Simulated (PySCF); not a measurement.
Run record for `OCc1ccn[se]1`: WP04/def2-SVPD, grid level 3, full TDDFT, 6 singlets.

Method: TDDFT WP04/def2-SVPD, vertical, gas phase, core orbitals frozen in the response (PySCF 2.14.0, density-fitted response routines). Geometry: GFN2-xTB. The input is one job of a driver script: a line of settings, then coordinates in Å.

Command:
```bash
OMP_NUM_THREADS=1 python probes_run.py task.json out
```

Input:
```
{"job": {"kind": "uv", "xc": "WP04", "basis": "def2-SVPD", "nstates": 6, "ntriplets": 5, "tda": false, "grid": 3}, "charge": 0, "multiplicity": 1}
O     -2.238924     0.446584    -0.713662
C     -1.566051    -0.309705     0.265868
C     -0.101554     0.005050     0.322650
C      0.910230    -0.619052    -0.351656
C      2.165193    -0.015893    -0.118801
N      2.224510     1.020895     0.666133
Se     0.613326     1.435494     1.287878
H     -2.131424     1.385654    -0.519386
H     -1.705644    -1.353384    -0.027780
H     -2.024145    -0.156899     1.254775
H      0.769657    -1.474087    -0.988675
H      3.086024    -0.365343    -0.559242
```

Output:
```
coarse grid: 50712 points
cycle   1  E = -2704.8401985842  dE =  2.528e-01  |g| = 9.805e-01  |ddm| = 6.218e+00
cycle   2  E = -2704.3018413549  dE =  5.384e-01  |g| = 1.809e+00  |ddm| = 3.345e+00
cycle   3  E = -2705.0187395801  dE = -7.169e-01  |g| = 3.069e-01  |ddm| = 2.534e+00
cycle   4  E = -2705.0322262678  dE = -1.349e-02  |g| = 1.861e-01  |ddm| = 6.559e-01
cycle   5  E = -2705.0406962385  dE = -8.470e-03  |g| = 5.422e-02  |ddm| = 3.203e-01
cycle   6  E = -2705.0412453641  dE = -5.491e-04  |g| = 1.606e-02  |ddm| = 8.539e-02
cycle   7  E = -2705.0413044961  dE = -5.913e-05  |g| = 5.944e-03  |ddm| = 3.183e-02
cycle   8  E = -2705.0413141426  dE = -9.647e-06  |g| = 1.158e-03  |ddm| = 1.080e-02
final grid: 153920 points
cycle   9  E = -2705.0412749832  dE =  4.995e-07  |g| = 1.924e-03  |ddm| = 1.281e-02
cycle  10  E = -2705.0412727243  dE =  2.259e-06  |g| = 3.509e-03  |ddm| = 7.780e-03
cycle  11  E = -2705.0412758594  dE = -3.135e-06  |g| = 4.531e-04  |ddm| = 5.223e-03
cycle  12  E = -2705.0412759163  dE = -5.695e-08  |g| = 4.363e-05  |ddm| = 7.335e-04
cycle  13  E = -2705.0412759167  dE = -4.093e-10  |g| = 1.307e-05  |ddm| = 1.011e-04
converged SCF energy = -2705.0412759167

Static polarisability (au): isotropic 76.985, principal 54.132 85.493 91.330

Singlet excitations
state   eV       nm        f      main configurations
  1   4.9650    249.7   0.00108   H-2->L 0.96
  2   5.0114    247.4   0.07485   H->L 0.83
  3   5.1404    241.2   0.00815   H->L+1 0.91
  4   5.4015    229.5   0.05494   H-1->L 0.65, H-3->L 0.21, H-1->L+1 0.10
  5   5.5322    224.1   0.00235   H-1->L+1 0.85, H-3->L 0.10
  6   5.6665    218.8   0.02050   H-3->L 0.68, H-1->L 0.24

Triplet excitations (Tamm-Dancoff, eV): 3.6407 3.8149 4.4013 4.7167 5.2644
```

The SCF starts on a coarse grid where the log names one; the energy can jump when the final grid takes over, and dE then counts from the start density on the new grid. H and L stand for HOMO and LUMO; the number after each pair is its weight.

Question: Which computed singlet has the largest oscillator strength, and what do all of them sum to?

Answer: State 2 at 5.01 eV (247 nm), f = 0.075; the 6 states sum to 0.162.

Question: How does the lowest singlet excitation compare with the HOMO–LUMO gap?

Answer: HOMO -8.48 eV and LUMO -3.45 eV give a gap of 5.03 eV; S1 at 4.96 eV lies 0.07 eV below it.

In short: SCF converged in 13 cycles with 204 basis and 856 fitting functions; HOMO -8.48 eV, LUMO -3.45 eV; lowest singlet 4.96 eV; lowest triplet 3.64 eV (Tamm–Dancoff); mean polarisability 77.0 au.

 Relativistic effects, spin–orbit coupling among them, are left out although an element past zinc is present.

Question: How long does this job take on an Intel Xeon 6975P-C with one thread, no GPU, shared host? And the peak memory of the process?

Answer: About 23 s, with 0.85 GiB resident at the peak, the Python interpreter and its libraries included.

The values belong to the conformer `[OH:1][CH2:2][c:3]1[cH:4][cH:5][n:6][se:7]1`: O1–C2–C3–C4 -92°, H–O1–C2–C3 -59°.
